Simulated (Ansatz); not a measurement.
Gas-phase electronic energies from Ansatz, PBE0-D4/def2-TZVP geometries. CCSD(T)/CBS adds triple-zeta CCSD(T) − MP2 to the extrapolated MP2 energy (def2 sets, frozen cores). This one scheme is used for every species. DFT in def2-TZVPP. HSE06 is defined as in plane-wave codes. For Br outer-core shells are correlated without core-valence functions, which leaves a few kJ/mol of doubt a bond. Scalar relativity is left out up to krypton. Each species was taken in one conformer, which may not be the lowest.

Reaction (formal exchange of groups at the Si–Br bond): `O[Si](Cl)(Br)Br` + SiH₄ → `O[Si]([SiH3])(Cl)Br` + HBr

| level | ΔE (kcal/mol) |
| --- | --- |
| B97M-V | 19.9 |
| HSE06 | 18.4 |

(1) What does CCSD(T)/CBS give? (An estimate is asked.)

Largest T1 diagnostic among the species: 0.011.

Results:

(1) Computed: +20.6 kcal/mol. The listed levels differ from it by -0.7, -2.2 kcal/mol.

At CCSD(T), def2-SVP lies −1.5 kcal/mol from the extrapolated value and def2-TZVPP −0.8 kcal/mol. Leaving LDA and LC-ωPBE aside and taking each functional with its dispersion term where it has one, the values, not all of them listed here, spread over 4.2 kcal/mol, from PBE-D4 to ωB97M-V.
